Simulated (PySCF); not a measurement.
# Computed structure and properties of Pb(CH3)H3

System: Pb(CH3)H3 (singlet); start: template (C3v). Method: PySCF 2.14.0, RKS TPSS, Pb def2-SVP with ECP60, C def2-SVP, H def2-SVP; non-relativistic Hamiltonian with scalar-relativistic core potentials where named; density fitting; no spin-orbit coupling.

Input of the relaxation:

```python
mol = gto.M(atom='''
Pb    -0.08171    -0.08171    -0.08171
C      1.17979     1.17979     1.17979
H      1.80909     1.80909     0.55049
H      0.55049     1.80909     1.80909
H      1.80909     0.55049     1.80909
H     -1.19021    -1.19021     1.02679
H      1.02679    -1.19021    -1.19021
H     -1.19021     1.02679    -1.19021''',
    basis={'Pb': 'def2-SVP', 'C': 'def2-SVP', 'H': 'def2-SVP'},
    ecp={'Pb': 'def2-SVP'},
    charge=0, spin=0)
mf = dft.RKS(mol, xc='TPSS')
mf.grids.atom_grid = (50, 194)
mf = mf.density_fit()  # fitting sets: Pb def2-universal-JKFIT, C def2-universal-JKFIT, H def2-universal-JKFIT
mf.conv_tol = 1e-08; mf.max_cycle = 55
mf.kernel(dm0)  # dm0: converged density of the start geometry
# quasi-Newton relaxation in Cartesian coordinates to a largest gradient under 0.00045 Eh/bohr, steps kept in the point group
```

Run from Python with OMP_NUM_THREADS=2; the lines above give its settings. Where DIIS fails, smearing, a level shift and second-order steps follow.
It took 19 s on 2 threads of Intel(R) Xeon(R) Platinum 8488C (Sapphire Rapids), on a shared host, from the converged density of the start.

Course of the relaxation:

| step | energy above end (eV) | largest force component within the symmetry (eV/Å) |
| --- | --- | --- |
| 0 | 0.3284 | 1.118 |
| 1 | 0.0780 | 0.581 |
| 2 | 0.0044 | 0.105 |
| 3 | 0.0002 | 0.035 |
| 4 | 0.0000 | 0.015 |
| 5 | 0.0000 | 0.003 |

Relaxed geometry (C3v):

```xyz
8

Pb   -0.1057   -0.1057   -0.1057
C     1.1991    1.1991    1.1991
H     1.8283    1.8283    0.5508
H     0.5508    1.8283    1.8283
H     1.8283    0.5508    1.8283
H    -1.1439   -1.1439    0.9003
H     0.9003   -1.1439   -1.1439
H    -1.1439    0.9003   -1.1439
```

```json
{"contact": "Pb1–C2 (CH3)", "Å": "2.260"}
{"contact": "Pb1–H6 (H)", "Å": "1.780"}
{"contact": "Pb1–H7 (H)", "Å": "1.780"}
{"contact": "Pb1–H8 (H)", "Å": "1.780"}
```

On the finer grid (75, 302):

```json
{"HOMO": "-6.99 eV", "LUMO": "-0.95 eV", "Dipole about the centre of mass": "0.95 D", "Set of Mulliken populations of Pb1 outside the core potential": "s 3.48, p 8.13, d 10.07", "D3(BJ) dispersion energy (not in the energies)": "-0.153 eV"}
```

```tsv
atom	Mulliken (e)	Löwdin (e)	spin (e)
Pb1	0.33	0.36	0.00
C2	-0.27	-0.21	0.00
H3	0.07	0.03	0.00
H4	0.07	0.03	0.00
H5	0.07	0.03	0.00
H6	-0.09	-0.08	0.00
H7	-0.09	-0.08	0.00
H8	-0.09	-0.08	0.00
```

No frequency check is given for this geometry.

Taking off one CH3 (charge -1, singlet; the rest: singlet) in vacuum, both parts rigid, costs 11.95 eV; the small basis without counterpoise inflates it. Most of it is the attraction of opposite charges; other ways to part are cheaper, and one spin state was tried for the rest.

Rigid scan of CH3 along the line from its metal:

(distance to C2 (Å), energy (eV)): (1.96, 0.763), (2.06, 0.291), (2.16, 0.063), (2.26, 0.000), (2.36, 0.048), (2.46, 0.170), (2.66, 0.534), (2.96, 1.181), (3.36, 1.972), (3.86, 2.707)

Taking off one H (charge -1, singlet; the rest: singlet) in vacuum, both parts rigid, costs 11.03 eV; the small basis without counterpoise inflates it. Most of it is the attraction of opposite charges; other ways to part are cheaper, and one spin state was tried for the rest.

Rigid scan of H along the line from its metal:

distance to H6 (Å), energy (eV) and a bar:
```
     1.48      0.816 ########
     1.58      0.312 ###
     1.68      0.068 #
     1.78      0.000 
     1.88      0.052 #
     1.98      0.182 ##
     2.18      0.576 ######
     2.48      1.277 #############
     2.88      2.143 ######################
     3.38      2.960 ##############################
```

One start shape was tried, so this needn't be the lowest isomer.
